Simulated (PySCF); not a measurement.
NMR data simulated for an unnamed compound:

$^{1}$H NMR (400 MHz, computed): δ 7.56 (m, 1H), 7.53 (m, 1H), 7.29 (d, 1H), 7.02 (s, 1H), 3.94 (s, 3H), 1.94 (s, 1H).

$^{13}$C{$^{1}$H} NMR (computed): δ 166.6 (C), 135.1 (CH), 133.1 (CH), 126.4 (C), 126.0 (CH), 118.1 (CH), 85.0 (C), 80.5 (CH), 79.8 (C), 73.9 (C), 55.6 (CH3).

Fast rotation and ring inversion assumed for equivalent nuclei, isolated molecule, relativity neglected, one computed conformer. GFN2-xTB geometry; PBE0/pcSseg-1 with gauge-including orbitals; PySCF 2.14.0 with density-fitted response routines.

Scale: $^{1}$H (σref 31.72), $^{13}$C (σref 186.93) vs TMS (reference shieldings calculated alike).

Q: Which of these does the molecule contain: an NH or NH2 group, a methoxy group, an N-methyl group, a benzene ring, a carboxylic acid, a C≡C triple bond?

A: 
- An NH or NH2 group: no.
- A methoxy group: yes (δC 55.6; δH 3.94 (s)).
- An N-methyl group: no.
- A benzene ring: yes.
- A carboxylic acid: no.
- A C≡C triple bond: yes (δC 80.5, 73.9; δH 1.94 (s)).

The data belong to `C#CC#Cc1cccc(OC)c1`, C11H8O; they needn't prove each group on their own.

Carbon signals by region: 1 in the far downfield region (above 160 ppm), 5 in the sp2 and nitrile region (100–160 ppm), 5 at 50–100 ppm. Above 160 ppm: 166.6, aromatic carbon bearing oxygen.

Shifts are as computed. Against solution values, carbons near 30 ppm lie about +3 ppm off and those near 130 ppm about +5 ppm. Of 1211 compounds with measured shifts, 218 miss one by over three times the rms of a fit or turn the order of signals round; such compounds aren't used in these exercises. No couplings were computed; multiplicities are counted from neighbouring protons, with m where these are inequivalent, close in shift, in a saturated or five-membered ring or joined by F or P, and br s for small geminal =CH2 splittings.
